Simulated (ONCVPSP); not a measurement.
# Pseudopotential generation for Sb: ONCV, PBEsol, fully relativistic.

ONCVPSP 4.0.1 input, shortened (lines: element, Z, core and valence counts, functional; n l f; lmax; l rc ep ncon nbas qcut; lloc lpopt rc5 dvloc0; l nproj debl; icmod fcfact rcfact), PBEsol, fully relativistic:

```
  Sb 51.00    6    5  -116133      upf
    1    0    2.00
    2    0    2.00
    2    1    6.00
    3    0    2.00
    3    1    6.00
    3    2   10.00
    4    0    2.00
    4    1    6.00
    4    2   10.00
    5    0    2.00
    5    1    3.00
    2
    0    1.74    0.00    4    8    6.80
    1    2.00    0.00    4    7    6.60
    2    2.00    0.00    3    8    9.30
    4    3    1.12    0.00
    0    2    0.40
    1    2    2.20
    2    1    2.50
    2    0.20    0.90
```

Open shells are filled in proportion to 2j + 1.

All-electron outer shells of the reference configuration (PBEsol, scalar-relativistic, ld1.x):

```
shell  level (eV)  outermost node (bohr)  outermost maximum (bohr)
   3p     -750.06                   0.13                      0.29
   3d     -515.82                      –                      0.24
   4s     -148.62                   0.39                      0.73
   4p     -101.63                   0.39                      0.76
   4d      -33.45                   0.38                      0.84
   5s      -12.88                   0.95                      1.90
   5p       -4.84                   1.04                      2.35
```

Calculated quality:

| Quantity | Value |
| --- | --- |
| Cutoffs needed | 29 Ha and 33 Ha (the cutoffs (Ha) at which the residual kinetic energy of the hardest occupied pseudo-wave falls to 1 and 0.1 mHa per electron) |
| Ghost test | no bound ghost flagged; no localised positive-energy state flagged |
| Largest excitation error | -1132 meV (all-electron minus pseudo) for 4s1 4p6 4d10 5s2 5p3, out of 4 test configurations |
| rms error of d²Exc/dni dnj | 8.67 mHa without and 3.86 mHa with the model core |

Generation and tests took about 9.3 s on one core of a shared server CPU.
